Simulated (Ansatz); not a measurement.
Isomers of Ga₂As₃ (doublet), relaxed with r2SCAN-D4/def2-SVP; total energies from Ansatz at PBE0-D4/def2-TZVP.

```json
{"isomer": "A", "description": "point group Cs; 4 × As–Ga 2.61 to 2.62 Å; 3 × As–As 2.40 to 2.58 Å", "energy (Eh)": "-10556.15346"}
{"isomer": "B", "description": "point group Cs; 3 × As–As 2.41 to 2.52 Å; 3 × As–Ga 2.47 to 2.60 Å; 1 × Ga–Ga 2.48 Å", "energy (Eh)": "-10556.15444"}
{"isomer": "C", "description": "point group C2v; 4 × As–Ga 2.56 Å; 2 × As–As 2.38 Å", "energy (Eh)": "-10556.14188"}
```

The isomers come from a short search, and lower ones may exist.

Task: Work out the relative energies (1 Eh = 2625.5 kJ/mol) and the Boltzmann populations at 298 K from electronic energies alone (R = 8.314 J/mol/K).

Result: ΔE: A 2.6, B 0.0, C 33.0 kJ/mol. RT = 2.48 kJ/mol. Factors exp(−ΔE/RT): A 0.351, B 1, C 1.66e-06; sum 1.351. Populations: A 26.0 %, B 74.0 %, C 0.0 %. Zero-point energy, vibrational entropy and symmetry numbers are left out and can shift these; an error of 4 kJ/mol changes a ratio by a factor of 5.0. Over the other density-functional and correlated levels in def2 sets, the gap between B and A ranges from 0 to 46 kJ/mol.
